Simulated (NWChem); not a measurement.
Program: NWChem. System: C2H6N, charge 1, spin multiplicity 1, at the geometry of a parent with another charge or spin, in a state set for the comparison that need not be this species' ground state. Level: BLYP/def2-TZVP.

Part of the output:

```
             Northwest Computational Chemistry Package (NWChem) 7.3.0
             --------------------------------------------------------

                                NWChem Input Module
                                -------------------

 Scaling coordinates for geometry "geometry" by  1.889725989
 (inverse scale =  0.529177249)

 Turning off AUTOSYM since
 SYMMETRY directive was detected!

                             Geometry "geometry" -> ""
                             -------------------------

 Output coordinates in angstroms (scale by  1.889725989 to convert to a.u.)

  No.       Tag          Charge          X              Y              Z
 ---- ---------------- ---------- -------------- -------------- --------------
    1 C                    6.0000     1.19213900     0.00000000     0.16591000
    2 N                    7.0000     0.00000000     0.00000000    -0.62825200
    3 C                    6.0000    -1.19213900     0.00000000     0.16591000
    4 H                    1.0000     1.23874600    -0.88599400     0.83636300
    5 H                    1.0000     1.23874600     0.88599400     0.83636300
    6 H                    1.0000     2.09145100     0.00000000    -0.46930600
    7 H                    1.0000    -1.23874600     0.88599400     0.83636300
    8 H                    1.0000    -1.23874600    -0.88599400     0.83636300
    9 H                    1.0000    -2.09145100     0.00000000    -0.46930600

 Effective nuclear repulsion energy (a.u.)      76.6574818312

            Nuclear Dipole moment (a.u.)
            ----------------------------
        X                 Y               Z
 ---------------- ---------------- ----------------
    -0.0000000000     0.0000000000    -0.0000075589

      Symmetry information
      --------------------

 Group name             C2v
 Group number             16
 Group order               4
 No. of unique centers     4

      Symmetry unique atoms

     1    2    4    6


 Summary of "ao basis" -> "" (spherical)
 ------------------------------------------------------------------------------
       Tag                 Description            Shells   Functions and Types
 ---------------- ------------------------------  ------  ---------------------
 *                         def2-tzvp                  on all atoms

                                 NWChem DFT Module
                                 -----------------

 Summary of "ao basis" -> "ao basis" (spherical)
[...]
 Vector   11  Occ=2.000000D+00  E=-5.737007D-01  Symmetry=b1
              MO Center= -8.8D-14, -1.3D-16, -6.2D-02, r^2= 3.4D+00
   Bfn.  Coefficient  Atom+Function         Bfn.  Coefficient  Atom+Function
  ----- ------------  ---------------      ----- ------------  ---------------
     6      0.219478  1 C  px                68      0.219478  3 C  px
   107      0.191530  6 H  s                125     -0.191530  9 H  s
     9      0.153120  1 C  px                71      0.153120  3 C  px
     8     -0.138948  1 C  pz                70      0.138948  3 C  pz
   106      0.136918  6 H  s                124     -0.136918  9 H  s

 Vector   12  Occ=2.000000D+00  E=-5.043420D-01  Symmetry=a1
              MO Center= -6.3D-15, -2.3D-15, -4.7D-01, r^2= 2.0D+00
   Bfn.  Coefficient  Atom+Function         Bfn.  Coefficient  Atom+Function
  ----- ------------  ---------------      ----- ------------  ---------------
    39      0.377267  2 N  pz                42      0.292743  2 N  pz
    35     -0.193253  2 N  s                 45      0.187283  2 N  pz
    36     -0.172585  2 N  s                  8     -0.156480  1 C  pz
    70     -0.156480  3 C  pz                34     -0.126640  2 N  s
    11     -0.110812  1 C  pz                73     -0.110812  3 C  pz

 Vector   13  Occ=0.000000D+00  E=-4.687959D-01  Symmetry=b2
              MO Center= -5.3D-15, -5.8D-14, -1.9D-01, r^2= 1.9D+00
   Bfn.  Coefficient  Atom+Function         Bfn.  Coefficient  Atom+Function
  ----- ------------  ---------------      ----- ------------  ---------------
    38      0.432061  2 N  py                41      0.369278  2 N  py
    44      0.255755  2 N  py                95      0.131811  4 H  s
   101     -0.131811  5 H  s                113     -0.131811  7 H  s
   119      0.131811  8 H  s                  7     -0.099968  1 C  py
    69     -0.099968  3 C  py                96      0.093191  4 H  s

 Vector   14  Occ=0.000000D+00  E=-1.868121D-01  Symmetry=a1
              MO Center= -2.3D-13,  3.4D-14,  6.2D-01, r^2= 5.2D+00
   Bfn.  Coefficient  Atom+Function         Bfn.  Coefficient  Atom+Function
  ----- ------------  ---------------      ----- ------------  ---------------
     5      1.310673  1 C  s                 67      1.310673  3 C  s
    96     -0.964467  4 H  s                102     -0.964467  5 H  s
   114     -0.964467  7 H  s                120     -0.964467  8 H  s
    14      0.518649  1 C  pz                76      0.518649  3 C  pz
    36      0.504653  2 N  s                108     -0.460939  6 H  s

 Vector   15  Occ=0.000000D+00  E=-1.395124D-01  Symmetry=a1
              MO Center= -7.3D-17,  9.8D-17,  4.3D-01, r^2= 6.1D+00
   Bfn.  Coefficient  Atom+Function         Bfn.  Coefficient  Atom+Function
  ----- ------------  ---------------      ----- ------------  ---------------
    36      2.427902  2 N  s                  5     -1.897997  1 C  s
    67     -1.897997  3 C  s                 12      0.667801  1 C  px
    74     -0.667801  3 C  px                45      0.542273  2 N  pz
    96      0.526918  4 H  s                102      0.526918  5 H  s
   114      0.526918  7 H  s                120      0.526918  8 H  s

 center of mass
 --------------
 x =   0.00000000 y =   0.00000000 z =  -0.10252749

 moments of inertia (a.u.)
 ------------------
          44.589527953850           0.000000000000           0.000000000000
           0.000000000000         208.669092981863           0.000000000000
           0.000000000000           0.000000000000         186.680913293757

     Multipole analysis of the density
     ---------------------------------

     L   x y z        total         alpha         beta         nuclear
     -   - - -        -----         -----         ----         -------
     0   0 0 0      1.000000    -12.000000    -12.000000     25.000000

     1   1 0 0     -0.000000     -0.000000     -0.000000     -0.000000
     1   0 1 0      0.000000      0.000000      0.000000      0.000000
     1   0 0 1      0.858641      0.429324      0.429324     -0.000008

     2   2 0 0     -6.146003    -60.104052    -60.104052    114.062101
     2   1 1 0     -0.000000     -0.000000     -0.000000      0.000000
     2   1 0 1     -0.000000     -0.000000     -0.000000      0.000000
     2   0 2 0    -11.251634    -11.232284    -11.232284     11.212933
     2   0 1 1      0.000000      0.000000      0.000000      0.000000
     2   0 0 2    -12.779409    -17.695205    -17.695205     22.611001

 Task  times  cpu:        2.6s     wall:        2.6s

 Total times  cpu:        2.6s     wall:        2.6s
```

### Question
Write an NWChem input that would produce this output.

### Answer
Several could match; the one computed here: 
```
start mol
memory heap 200 mb stack 900 mb global 1100 mb
charge 1
geometry units angstroms nocenter noautoz
  C      1.192139     0.000000     0.165910
  N      0.000000     0.000000    -0.628252
  C     -1.192139     0.000000     0.165910
  H      1.238746    -0.885994     0.836363
  H      1.238746     0.885994     0.836363
  H      2.091451     0.000000    -0.469306
  H     -1.238746     0.885994     0.836363
  H     -1.238746    -0.885994     0.836363
  H     -2.091451     0.000000    -0.469306
  symmetry group C2v
end
basis spherical
  * library def2-tzvp
end
dft
  xc becke88 lyp
  semidirect memsize 60000000 filesize 0
  iterations 100
end
task dft energy
```
